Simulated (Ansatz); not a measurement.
Basis-set extrapolation for C$_{2}$H$_{6}$F$_{2}$Si, SMILES `CC[SiH](F)F` (PBE0-D4/def2-TZVP geometry, frozen core, Ansatz). Multiplicity 1, RHF reference.

```csv
,def2-TZVPP,def2-QZVPP
HF,-567.327772,-567.350780
MP2 correlation,-0.970901,-1.051797
CCSD(T) correlation,-1.037861,not run
```

Energies in hartree. Use E(X) = E(∞) + A·exp(−7.88·√X) for Hartree–Fock and E(X) = E(∞) + B·X^(−2.97) for correlation, with X = 3 and 4, and add CCSD(T) minus MP2 of the smaller set to the MP2 limit.

Task: What is the CCSD(T) energy at the basis-set limit?

Result: HF limit: -567.350780 + (-0.023008) × 0.13774 = -567.35395. MP2 limit: -1.051797 + (-0.080896) × 0.74074 = -1.11172. Higher-order term: -1.037861 − (-0.970901) = -0.06696. Total: -568.53263 hartree, 4.54 eV below CCSD(T)/def2-TZVPP.
